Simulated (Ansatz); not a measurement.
Relaxation of H₅O₂Si₂ (9 atoms, charge 1, multiplicity 1), to a largest force component of 0.015 eV/Å in at most 40 steps.

These are results of RKS B3LYP/def2-SVP (Ansatz 0.2.0), not measurements.

```xyz
9
Properties=species:S:1:pos:R:3
O -1.274 -0.039 -1.641
Si -0.021 0.804 -1.522
Si 0.846 0.297 0.603
O -0.573 -0.908 0.798
H 0.602 1.739 -2.435
H 0.569 1.121 1.777
H 1.925 -0.661 0.827
H -1.202 -0.928 0.031
H -0.871 -1.426 1.561
```

Where does it end, and by what steps?

The run converged. Limits of this set-up: the dipole of an ion depends on the origin. After 14 steps the energy has fallen by 1.234 eV; H8 moved furthest, 1.22 Å. Parted: O4–H8. Joined: O1–H8.

```json
{"step": "0", "energy less start (eV)": "0.0000", "largest force component (eV/Å)": "1.431", "accepted": "yes"}
{"step": "1", "energy less start (eV)": "-0.1613", "largest force component (eV/Å)": "0.879", "accepted": "yes"}
{"step": "2", "energy less start (eV)": "-0.2659", "largest force component (eV/Å)": "0.558", "accepted": "yes"}
{"step": "3", "energy less start (eV)": "-0.3830", "largest force component (eV/Å)": "1.057", "accepted": "yes"}
{"step": "4", "energy less start (eV)": "-0.5618", "largest force component (eV/Å)": "2.444", "accepted": "yes"}
{"step": "5", "energy less start (eV)": "-0.9117", "largest force component (eV/Å)": "0.898", "accepted": "yes"}
{"step": "6", "energy less start (eV)": "-1.0724", "largest force component (eV/Å)": "0.570", "accepted": "yes"}
{"step": "7", "energy less start (eV)": "-1.1419", "largest force component (eV/Å)": "0.629", "accepted": "yes"}
{"step": "8", "energy less start (eV)": "-1.1995", "largest force component (eV/Å)": "0.676", "accepted": "yes"}
{"step": "9", "energy less start (eV)": "-1.2318", "largest force component (eV/Å)": "0.103", "accepted": "yes"}
{"step": "10", "energy less start (eV)": "-1.2337", "largest force component (eV/Å)": "0.048", "accepted": "yes"}
{"step": "11", "energy less start (eV)": "-1.2342", "largest force component (eV/Å)": "0.081", "accepted": "yes"}
{"step": "12", "energy less start (eV)": "-1.2344", "largest force component (eV/Å)": "0.022", "accepted": "yes"}
{"step": "13", "energy less start (eV)": "-1.2344", "largest force component (eV/Å)": "0.029", "accepted": "yes"}
{"step": "14", "energy less start (eV)": "-1.2345", "largest force component (eV/Å)": "0.010", "accepted": "yes"}
```

```xyz
9
Properties=species:S:1:pos:R:3
O -1.281 -0.074 -1.708
Si 0.060 0.712 -1.280
Si 0.769 0.098 0.923
O -0.519 -0.944 1.052
H 0.496 1.611 -2.373
H 0.725 1.303 1.784
H 2.110 -0.525 0.828
H -1.669 -0.700 -1.067
H -0.690 -1.482 1.840
```

Whether the end is a true minimum wasn't checked by a vibrational analysis.

Time of the run: 41 s on 1 thread of Arm Neoverse V2 (shared host), peak memory 0.17 GiB.
